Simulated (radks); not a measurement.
Q: The mean radii <r> (bohr) of the occupied orbitals of an atom or ion are listed with their occupations. Calculated with a radial shooting solver on a logarithmic mesh with Libxc functionals: non-relativistic Kohn-Sham, LDA (Slater exchange, Perdew-Wang correlation), spin-polarised, spherical densities, point nucleus.

| orbital | occ. | <r> |
|---|---|---|
| 1s up | 1 | 0.02926 |
| 1s down | 1 | 0.02926 |
| 2s up | 1 | 0.1261 |
| 2s down | 1 | 0.1261 |
| 2p up | 3 | 0.1074 |
| 2p down | 3 | 0.1074 |
| 3s up | 1 | 0.3363 |
| 3s down | 1 | 0.3363 |
| 3p up | 3 | 0.3267 |
| 3p down | 3 | 0.3267 |
| 3d up | 5 | 0.2972 |
| 3d down | 5 | 0.2972 |
| 4s up | 1 | 0.7946 |
| 4s down | 1 | 0.7944 |
| 4p up | 3 | 0.8333 |
| 4p down | 3 | 0.8329 |
| 4d up | 5 | 0.9595 |
| 4d down | 5 | 0.9572 |
| 5s up | 1 | 1.983 |
| 5s down | 1 | 1.980 |
| 5p up | 1 | 2.238 |

Name the element and its charge. Open shells, if any, are filled with parallel spins first.

A: Z = 52, tellurium, charge +3: Te3+ in [Kr] 4d10 5s2 5p1. The 1s radius gives Z: for a bare nucleus <r> = 1.5/Z, 0.02885 bohr for Z = 52, and screening makes it slightly larger (0.02926 here). The occupations add up to 49, and the charge is Z minus that.
